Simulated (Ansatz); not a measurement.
TiBrF3, relaxed as a singlet with RKS PBE0-D4/def2-SVP in Ansatz, starting from the GFN2-xTB geometry. Force threshold 0.02 eV/Å.

Start:

```
atom   x (Å)   y (Å)   z (Å)
 Ti1  -0.198  -0.085  -0.016
 Br2   1.924   0.828   0.151
  F3  -0.178  -1.375   1.077
  F4  -0.321  -0.549  -1.637
  F5  -1.227   1.182   0.425
```

```json
{"step": "1", "energy (eV)": "-101280.5327", "largest force component (eV/Å)": "1.777", "SCF passes": "27"}
{"step": "2", "energy (eV)": "-101280.6942", "largest force component (eV/Å)": "0.128", "SCF passes": "40"}
{"step": "3", "energy (eV)": "-101280.6948", "largest force component (eV/Å)": "0.025", "SCF passes": "36"}
{"step": "4", "energy (eV)": "-101280.6948", "largest force component (eV/Å)": "0.000", "SCF passes": "23"}
```

Force components are those of the run's own axes.

End:

```xyz
5

Ti   -0.105   -0.045   -0.008
Br    2.031    0.874    0.159
F    -0.250   -1.389    1.056
F    -0.391   -0.574   -1.620
F    -1.285    1.133    0.413
```

By distances, no bond broke or formed. The bond that changes most is Ti1–F5, from 1.69 to 1.72 Å (atoms count from 1).

No frequencies were taken in this run, so the end may be a saddle point.

Run time 6 s (4 threads of Intel Xeon 6975P-C on a shared host).
